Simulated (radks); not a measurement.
Valence configurations of Bi II. All-electron calculation, Dirac Kohn-Sham, PBE, spin-unpolarised, spherical densities, finite nucleus; open shells are shared between the two j in proportion to 2j + 1; Fermi nuclear charge, rms radius 5.5211 fm. Program: a radial shooting solver on a logarithmic mesh with Libxc functionals. Energies are relative to [Hg] 6p2; eigenvalues in eV.

| valence | E (eV) | e(4f5/2) | e(4f7/2) | e(5d3/2) | e(5d5/2) | e(6p1/2) |
|---|---|---|---|---|---|---|
| [Hg] 6p2 | 0.000 | -163.25 | -157.76 | -36.892 | -33.886 | -13.133 |
| [Xe] 4f14 5d10 6s1.5 6p2.5 | 5.250 | -164.14 | -158.65 | -37.718 | -34.700 | -13.569 |
| [Xe] 4f14 5d10 6s1 6p3 | 10.570 | -165.02 | -159.53 | -38.523 | -35.495 | -13.990 |
| [Xe] 4f14 5d9.5 6s2 6p2.5 | 12.155 | -166.44 | -160.95 | -39.273 | -36.198 | -13.954 |
| [Xe] 4f14 5d9 6s2 6p3 | 25.126 | -169.64 | -164.15 | -41.629 | -38.485 | -14.753 |
| [Xe] 4f14 5d8 6s2 6p4 | 53.510 | -176.07 | -170.57 | -46.278 | -42.998 | -16.292 |
| [Xe] 4f13 5d10 6s2 6p3 | 157.88 | -183.66 | -178.02 | -43.642 | -40.312 | -14.882 |
| [Xe] 4f12 5d10 6s2 6p4 | 334.92 | -204.69 | -198.89 | -50.568 | -46.914 | -16.589 |
| [Xe] 4f12 5d8 6s2 6p6 | 409.53 | -218.18 | -212.36 | -60.155 | -56.227 | -19.584 |
| [Xe] 4f11 5d10 6s2 6p5 | 531.77 | -226.30 | -220.34 | -57.663 | -53.682 | -18.269 |

NIST lists [Hg] 6p2 as the ground configuration; this level of theory agrees among the configurations tried. The energies are those of spherical spin-averaged densities, not of single terms.
